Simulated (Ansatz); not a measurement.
`C[SiH](N)NC#N` and `CN[SiH](C)N` differ in one atom or group.

Ansatz, PBE0-D4/def2-TZVP geometries, multiplicity 1. Each molecule was computed in one conformer, which needn't be the lowest.

```json
{"property": "HOMO energy (PBE/def2-TZVPP) / eV", "`C[SiH](N)NC#N`": "-6.12"}
{"property": "HOMO–LUMO gap (PBE/def2-TZVPP) / eV", "`C[SiH](N)NC#N`": "5.78"}
{"property": "HOMO energy (PBE0/def2-TZVPP) / eV", "`C[SiH](N)NC#N`": "-7.44"}
{"property": "LUMO energy (PBE/def2-TZVPP) / eV", "`C[SiH](N)NC#N`": "-0.34"}
{"property": "HOMO–LUMO gap (PBE0/def2-TZVPP) / eV", "`C[SiH](N)NC#N`": "7.93"}
{"property": "LUMO energy (PBE0/def2-TZVPP) / eV", "`C[SiH](N)NC#N`": "0.49"}
```

(1) What does the change do to each property? (Best estimate.)

Answers

(1) Computed: 
```
                            property  `CN[SiH](C)N`  shift
   HOMO energy (PBE/def2-TZVPP) / eV          -5.14   0.98
 HOMO–LUMO gap (PBE/def2-TZVPP) / eV           5.33  -0.45
  HOMO energy (PBE0/def2-TZVPP) / eV          -6.50   0.94
   LUMO energy (PBE/def2-TZVPP) / eV           0.19   0.53
HOMO–LUMO gap (PBE0/def2-TZVPP) / eV           7.50  -0.43
  LUMO energy (PBE0/def2-TZVPP) / eV           1.00   0.51
```

With PBE0 the HOMO rises by 0.94 eV and the LUMO rises by 0.51 eV, so the gap narrows by about 0.43 eV. PBE moves the HOMO by 0.98 eV and ωB97M-V by 0.86 eV.
